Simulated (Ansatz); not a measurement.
A nudged elastic band was laid between two geometries of ClHOZn + H3P (8 atoms, charge 0, multiplicity 1).

Method: RKS PBE0-D4/def2-SVP in Ansatz.

| Property | Result |
| --- | --- |
| movable images | 9 |
| climbing image | yes |
| spring | 5.0 eV/Å² |
| optimiser | quadratic models (default) |
| start path | through a guess of the saddle point |
| force threshold | 0.03 eV/Å |
| iteration limit | 49 |
| end points | relaxed |

First end point:

```xyz
8
Properties=species:S:1:pos:R:3
Zn 0.118 -0.176 0.246
O -0.321 -0.071 1.969
H -1.261 -0.125 2.166
Cl 0.395 -0.357 -1.841
P 2.991 0.670 1.124
H 2.722 -0.637 0.608
H 2.328 1.321 0.037
H 1.848 0.683 1.985
```

Last end point:

```xyz
8
Properties=species:S:1:pos:R:3
Zn 0.966 0.293 0.214
O -0.142 -0.247 1.971
H -1.005 -0.319 1.526
Cl -0.884 -0.032 -0.904
P 3.130 0.955 0.550
H 3.511 -0.350 1.003
H 3.504 0.679 -0.803
H -0.259 0.329 2.737
```

(1) What changes between the two ends?

(2) What energy profile does the band end with?

(3) What is the geometry of the highest image?

(4) What are the harmonic wavenumbers there?

The band took 24 iterations and roughly 40 core-minutes.

Results:

(1) Bonds broken: P5–H8. Bonds formed: Zn1–P5, O2–H8. ClHOZn + H3P becomes ClH4OPZn.

(2) It converged. The highest image is number 2 of 0 to 10, 10.8 kcal/mol above the first end and 32.6 kcal/mol above the last; the last end lies 21.8 kcal/mol below the first. A vibrational analysis at the climbing image gives one clearly imaginary mode, 1041i cm⁻¹: a first-order saddle point. The orbitals stay closed-shell, which can raise the energy where a bond breaks towards radicals; this wasn't checked here.

```
image  path coordinate (Å)  energy (kcal/mol)  P5–H8 (Å)  Zn1–P5 (Å)  O2–H8 (Å)
    0                 0.00                0.0       1.43        3.12       2.30
    1                 0.78                0.9       1.44        3.10       2.06
    2                 1.55               10.8       1.66        2.65       1.34
    3                 2.28               -8.2       2.19        2.37       1.00
    4                 3.01              -17.0       2.61        2.31       0.97
    5                 3.74              -19.6       3.14        2.30       0.97
    6                 4.47              -21.0       3.70        2.30       0.96
    7                 5.20              -21.2       4.21        2.30       0.96
    8                 5.93              -21.3       4.12        2.30       0.96
    9                 6.66              -21.7       4.06        2.29       0.96
   10                 7.39              -21.8       4.08        2.29       0.97
```

(3) 
```xyz
8
Properties=species:S:1:pos:R:3
Zn 0.457 0.009 0.061
O -0.169 0.373 1.812
H -0.740 -0.215 2.325
Cl 0.093 -0.585 -1.942
P 2.714 0.534 1.345
H 2.806 -0.637 0.520
H 2.496 1.420 0.237
H 1.164 0.411 1.935
```

(4) 1041i, 87, 89, 163, 182, 273, 366, 383, 413, 566, 602, 737, 1073, 1185, 1424, 2362, 2378, 3855 cm⁻¹.

The run took 18 min on 2 threads of Arm Neoverse N1 (shared host), peak memory 0.25 GiB.
